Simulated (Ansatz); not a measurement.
Two structures of SnN$_{2}$H$_{6}$, singlet, reached by relaxing down either side of one saddle point (PBE0-D4/def2-TZVP). Energies are electronic, without zero-point energy. Computed with Ansatz 0.2.0 (basis: def2-TZVPP and def2-QZVPP); correlated methods freeze the cores. Filled d shells of the heavier atoms are correlated. Core potentials replace the inner electrons of the atoms past krypton. The def2 sets are not built for correlating such inner shells, so the correlated values are less sure here. Extrapolation: Hartree–Fock as exp(−7.88 √X), correlation as X^−2.97. First:

Sn1  (-0.385, 0.182, 0.563)
N2  (1.519, -0.498, 0.346)
N3  (-1.339, 0.023, -1.214)
H4  (-1.063, -0.796, -1.739)
H5  (-0.499, 1.834, 0.998)
H6  (-1.109, -0.880, 1.682)
H7  (2.172, 0.183, -0.020)
H8  (1.915, -0.878, 1.196)
H9  (-1.213, 0.830, -1.811)
(Å)

Second:

```xyz
9
angstrom
Sn -0.9364 0.4190 0.4851
N 1.2590 -0.4617 0.0083
N -1.7317 -0.1132 -1.1761
H 1.0149 -0.8969 -0.8785
H -0.3557 1.9422 1.0526
H -1.0947 -0.6415 1.8220
H 1.9884 0.2229 -0.1571
H 1.6171 -1.1722 0.6372
H -1.7612 0.7015 -1.7935
```

**Question.** Which bonds change from the first to the second?

**Answer.** SnN₂H₆ ([NH2][SnH2][NH2]) → SnNH₃ ([NH][SnH2]) + NH₃ (still joined by a long Sn–N bond); bonds formed: N2–H4; bonds broken: N3–H4; bonds weakened to dative contacts: Sn1–N2.

**Question.** Give the saddle point's structure and its height above each. (An estimate is asked for; the value comes from the calculation.)

**Answer.** Computed: 1.974 eV above the first and 0.336 eV above the second (CCSD(T) at an estimated basis limit (MP2 extrapolated from triple and quadruple zeta, plus CCSD(T) − MP2 in triple zeta)).
```tsv
atom	x (Å)	y (Å)	z (Å)
Sn1	-0.7492	0.4301	0.6508
N2	1.1450	-0.4406	-0.0280
N3	-1.0409	-0.2208	-1.1786
H4	0.3937	-0.4817	-0.9575
H5	-0.4429	2.0442	1.1645
H6	-1.1608	-0.5310	2.0098
H7	1.9436	0.1664	-0.1676
H8	1.4666	-1.3307	0.3348
H9	-1.5554	0.3641	-1.8282
```

The T1 diagnostic stays at or below 0.021.

Labels in which every atom is bracketed show which atoms are joined, not bond orders.

For scale, one of the runs: CCSD(T)/def2-TZVPP, 196 basis functions, launched by `ansatz run in.yaml --threads 4 --pin off --events-out ev --progress --plain --max-ram 9574MiB`. The run took 78 s on 4 CPU threads of an Intel Xeon (shared host), with 2.6 GiB of host memory at its peak.
